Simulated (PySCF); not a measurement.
# NaSb, MP2: how much the basis matters

PySCF, ROHF reference; triplet, unpaired electrons π ↑↑; De to Na + Sb without counterpoise correction. Frozen cores follow the default of each basis and core potential.

| basis | relativity | functions | Re (Å) | ωe (cm⁻¹) | De (eV) | frozen orbitals |
| --- | --- | --- | --- | --- | --- | --- |
| cc-pVDZ/cc-pVDZ-PP | scalar-relativistic core potentials | 41 | 2.967 | 208 | 0.76 | 5 |
| x2c-SVPall | spin-free X2C | 51 | 2.956 | 209 | 0.78 | 19 |
| aug-cc-pVDZ/aug-cc-pVDZ-PP | scalar-relativistic core potentials | 59 | 2.975 | 201 | 0.85 | 5 |

**Question.** How does each smaller set differ from the one with most functions, aug-cc-pVDZ/aug-cc-pVDZ-PP?

**Answer.** cc-pVDZ/cc-pVDZ-PP: -0.8 pm, +3.5 % in ωe, -0.09 eV in De; x2c-SVPall: -1.9 pm, +4.0 % in ωe, -0.07 eV in De. All at MP2; the set with most functions is neither the basis-set limit nor always the best. The rows treat relativity differently, so the differences are not basis effects alone.

Correlated steps freeze the inner cores (5 to 19 orbitals); shallow outer-core shells are correlated. Correlated levels converge slowly with the basis: in double zeta they bind strong bonds too weakly, by up to about 1 eV, and carry superposition errors of some tenths. These are scalar-relativistic numbers at best; spin–orbit coupling would shift them, the dissociation energy most. The state was picked by a PBE0 search and need not be the measured ground state.
